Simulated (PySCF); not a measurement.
PySCF input (BP86/def2-SVP):

```python
from pyscf import gto, dft

mol = gto.M(
    atom='''
    Zn   -0.00000000   -0.00000000   -0.74981373
    Cl    0.00000000    0.00000000    1.32320071
    ''',
    basis='def2-svp',
    charge=1,
    spin=0,
    verbose=4,
)

mf = dft.RKS(mol, xc='bp86')
mf.grids.level = 3
mf.conv_tol = 1e-9
mf.max_cycle = 100
mf.max_memory = 1500
mf.kernel()
if not mf.converged:
    mf = mf.newton()
    mf.kernel(mf.make_rdm1())
mf.dip_moment()
```

Q: What final total energy does it give?

A: -2239.17631 Eh.
